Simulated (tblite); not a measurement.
Compound: C₆H₆F (doublet state).
InChI=1S/C6H6F/c7-6-3-1-5(6)2-4-6/h1,3H,2,4H2/t6-/m0/s1

Computed with GFN2-xTB (tblite): harmonic, unscaled wavenumbers at the GFN2-xTB geometry, gas phase. The method is semi-empirical: single wavenumbers can be off by several per cent or more. Open shells enter through the occupations alone, without spin polarisation, and single modes of such species can be off by tens of per cent.

Harmonic wavenumbers (cm⁻¹): 174.7, 289.6, 313.4, 371.6, 473.6, 626.2, 705.8, 722.8, 782.6, 827.4, 870.4, 924.2, 977.8, 992.3, 1001.0, 1047.8, 1077.2, 1099.1, 1145.9, 1164.4, 1189.2, 1208.9, 1286.9, 1289.2, 1428.6, 1451.6, 1508.5, 2991.5, 3004.1, 3015.9, 3032.5, 3126.2, 3145.6.

A = 3905, B = 3518, C = 2335 MHz; mass 97.045 u (most abundant isotopes); point group C1, symmetry number 1; spin multiplicity 2.

Q: What is the zero-point energy?

A: ½Σν̃ = 21633 cm⁻¹ = 61.85 kcal/mol.

Q: Entropy at 298.15 K, 1 bar (ideal gas, RRHO, classical rotation)?

A: Translation 39.65, rotation 26.71, vibration 9.47, spin (R ln 2) 1.38: S = 77.2 cal/(mol K).

Q: And Cp and H(298.15 K) − H(0)?

A: Cp = 24.40 cal/(mol K), of which vibrations give 16.45 (their classical limit is 33 R = 65.6); H(298.15 K) − H(0) = 4.23 kcal/mol without the zero-point energy, 1.86 from vibrations.

Q: What must be added to the electronic energy to get the Gibbs energy at 298.15 K and 1 bar?

A: ZPE + [H(298.15 K) − H(0)] − T·S = 61.85 + 4.23 − 23.02 = 43.06 kcal/mol.

Q: How do the functions run with temperature in this model?

A: 
```json
{"T (K)": "50", "S (cal/(mol K))": "53.6", "Cp (cal/(mol K))": "8.3", "H − H(0) (kcal/mol)": "0.40", "G − H(0) (kcal/mol)": "-2.28", "ln q(vib)": "0.01"}
{"T (K)": "100", "S (cal/(mol K))": "60.0", "Cp (cal/(mol K))": "10.6", "H − H(0) (kcal/mol)": "0.87", "G − H(0) (kcal/mol)": "-5.13", "ln q(vib)": "0.12"}
{"T (K)": "373.15", "S (cal/(mol K))": "83.3", "Cp (cal/(mol K))": "30.4", "H − H(0) (kcal/mol)": "6.28", "G − H(0) (kcal/mol)": "-24.81", "ln q(vib)": "2.48"}
{"T (K)": "500", "S (cal/(mol K))": "93.5", "Cp (cal/(mol K))": "38.9", "H − H(0) (kcal/mol)": "10.70", "G − H(0) (kcal/mol)": "-36.03", "ln q(vib)": "4.11"}
{"T (K)": "750", "S (cal/(mol K))": "111.5", "Cp (cal/(mol K))": "49.9", "H − H(0) (kcal/mol)": "21.93", "G − H(0) (kcal/mol)": "-61.72", "ln q(vib)": "7.63"}
{"T (K)": "1000", "S (cal/(mol K))": "126.9", "Cp (cal/(mol K))": "56.6", "H − H(0) (kcal/mol)": "35.30", "G − H(0) (kcal/mol)": "-91.57", "ln q(vib)": "11.15"}
```

q(vib) and H(0) count from the zero-point level.

Q: Which modes carry the vibrational entropy at 298.15 K?

A: 174.7 cm⁻¹: 2.38; 289.6 cm⁻¹: 1.48; 313.4 cm⁻¹: 1.34; 371.6 cm⁻¹: 1.07; 473.6 cm⁻¹: 0.73; 626.2 cm⁻¹: 0.41 cal/(mol K); the other 27 give 2.05 together.

Hindered rotation and anharmonicity are outside this model. The structure is chiral; the term R ln 2 for an equal mix with its mirror image is left out.

Hardware: an Arm Neoverse V1 with one thread, on a shared host. Cost: 0.3 s. This covers the Hessian and the dipole derivatives.
